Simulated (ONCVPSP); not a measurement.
## zinc (Zn), ONCV: configuration errors across variants

```
Element                 : zinc (Zn)
Generator               : ONCVPSP 4.0.1
Type                    : optimised norm-conserving Vanderbilt (ONCV)
Functional              : PBE
Relativity              : scalar-relativistic
Frozen core             : [Ne]
Valence charge          : 20
Reference configuration : 3s2 3p6 3d10 4s1 (charge +1)
Partial waves           : 3s+4s: rc 1.25 bohr, ncon 4, nbas 8, qcut 8 1/bohr, 2 projectors; 3p: rc 0.95 bohr, ncon 4, nbas 8, qcut 13.3 1/bohr, 1 projector; 3d: rc 0.95 bohr, ncon 4, nbas 9, qcut 15.9 1/bohr, local
Local potential         : the d channel
Core correction         : Teter function, fcfact 3.75, rcfact 1.2
```

All-electron excitation energies from the reference (eV): (1) 3s2 3p6 3d10 4s2 -9.889; (2) 3s2 3p6 3d10 4s0 18.443; (3) 3s2 3p6 3d9 4s0 58.976; (4) 3s2 3p6 3d9 4s2 4p1 2.355.

1 further variants failed, have other tests or too few solved ones, and are left out.

Errors AE − PS in meV (a dash: test not solved or not reliable):

| change | (1) | (2) | (3) | (4) | bound ghosts | GHOST(+) flags above zero |
| --- | --- | --- | --- | --- | --- | --- |
| base | +1.9 | -0.9 | -26 | -55 | none | s |
| s: ncon 5, nbas 9 | +1.9 | -0.9 | -26 | -56 | none | s |
| p: nbas 7 | +1.9 | -0.9 | -26 | -55 | none | s |
| core correction none | +2.2 | -0.1 | -26 | -53 | none | s |
| core correction Teter function, fcfact 3.75, rcfact 1.94 | +1.9 | -1.1 | -27 | -56 | none | s |
| d: rc 0.86 | +1.2 | -1.1 | -20 | -26 | none | s |
| d: nproj 1; local potential polynomial inside 0.80 bohr (lpopt 5, dvloc0 0 Ha) | +1.6 | -0.7 | -12 | +22 | none | none |

Q: Give the same row for: p: qcut 16.2.

A: +1.9, -0.9, -26, -57; bound ghosts: none; GHOST(+) flags above zero: s.
